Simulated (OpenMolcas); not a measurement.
## Predicting a hybrid from its neighbours: BSiH3OF2

The species is BSiH3OF2 (8 atoms), meant as a singlet with charge 0. SMILES: `FB(F)O[SiH3]`. The shape is that of a PBE0-D4/def2-TZVP optimisation.

The dipole moment y, in D, basis cc-pVDZ; a is the functional's share of exact exchange. Programs: OpenMolcas 26.06.

| functional | program | a | y (D) |
| --- | --- | --- | --- |
| revPBE | OpenMolcas | 0 | 1.60 |
| PBE | OpenMolcas | 0 | 1.63 |
| B3LYP | OpenMolcas | 0.2 | 1.75 |
| PBE0 | OpenMolcas | 0.25 | ? |
| BHLYP | OpenMolcas | 0.5 | 1.90 |

**Question.** Fit y = c + s·a to the known rows and predict PBE0.

**Answer.** 
1. Means of the 4 rows: a = 0.1750, y = 1.720.
2. Σ(Δa)² = 0.1675, Σ(Δa·Δy) = 0.096, so the slope is 0.096/0.1675 = 0.57313.
3. Intercept: 1.720 − (0.57313) × 0.1750 = 1.620. The largest residual of the fit is 0.020.
4. PBE0: 1.620 + (0.57313) × 0.25 = 1.76 D.

The run gave 1.79 D, so the prediction is off by -0.03 D, more than the largest residual. More exact exchange makes the molecule more polar here.
